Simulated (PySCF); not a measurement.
CaO₂, SMILES [O]1[O][Ca]1. Heavy atoms are numbered as in [Ca:1]1[O:2][O:3]1.

The structure is a stationary point at PBE0-D3(BJ)/def2-TZVP.

These are PySCF with PBE/def2-TZVPD values and carry that method's errors.

Mulliken values depend strongly on the basis, most of all with diffuse functions as here. ESP charges are fitted to the potential on shells at 1.4 to 2.0 van der Waals radii. Atomic charges (e), one atom of each kind:

```csv
atom,IAO,Mulliken,ESP fit
Ca1,1.85,1.17,1.06
O2,-0.93,-0.58,-0.53
```
